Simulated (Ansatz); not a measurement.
`CC[Si](Cl)(Cl)Cl` → Cl₂ + `CC[Si]Cl` at 298.15 K and 1 bar (silylene formation by 1,1-elimination).

Computed with Ansatz on PBE0-D4/def2-TZVP structures; ΔE is electronic, products minus reactants. CCSD(T)/CBS adds triple-zeta CCSD(T) − MP2 to the extrapolated MP2 energy (def2 sets, frozen cores). This one scheme is used for every species. Each species was taken in one conformer, which may not be the lowest.

| species | CCSD(T)/CBS energy (Eh) | H − E (kJ/mol) | S (J/(mol·K)) |
| --- | --- | --- | --- |
| `CC[Si](Cl)(Cl)Cl` | -1747.70894 | 212.6 | 390.1 |
| Cl₂ | -919.51390 | 12.6 | 222.8 |
| `CC[Si]Cl` | -827.97738 | 191.0 | 335.3 |

H − E and S are ideal-gas, rigid-rotor, harmonic terms from PBE0-D4/def2-TZVP, for one conformer and one mirror image of each species. 1 Eh = 2625.50 kJ/mol, R = 8.31446 J/(mol·K).

Question: By hand: ΔE, ΔH, ΔS and ΔG.

Answer: ΔE = (-919.51390) + (-827.97738) − (-1747.70894) = 0.21766 Eh = 571.5 kJ/mol. Δ(H − E) = 12.6 + 191.0 − 212.6 = -9.0, so ΔH = 562.5 kJ/mol. ΔS = 222.8 + 335.3 − 390.1 = 168.0 J/(mol·K). ΔG = 562.5 − 298.15 × (168.0)/1000 = 512.4 kJ/mol.

Question: By hand: the equilibrium constant, and the temperature at which ΔG would vanish if ΔH and ΔS stayed fixed.

Answer: log₁₀ K = −ΔG/(RT ln 10) = -89.8. ΔG = 0 at ΔH/ΔS = 3348 K, far beyond where these terms or the molecules hold.

The number of gas molecules changes by +1, which sets the sign of ΔS. A doubt of 5 kJ/mol in ΔE shifts log₁₀ K by 0.9 here. Other conformers and mirror images would add mixing entropy, several J/(mol·K) or more a flexible species. Modes under 60 cm⁻¹, often nearly free rotors, make the harmonic entropy too high. These are equilibria of isolated gas molecules and say nothing of rates. Largest T1 diagnostic: 0.012 (customary marks: 0.02 for closed shells, 0.045 for open ones).
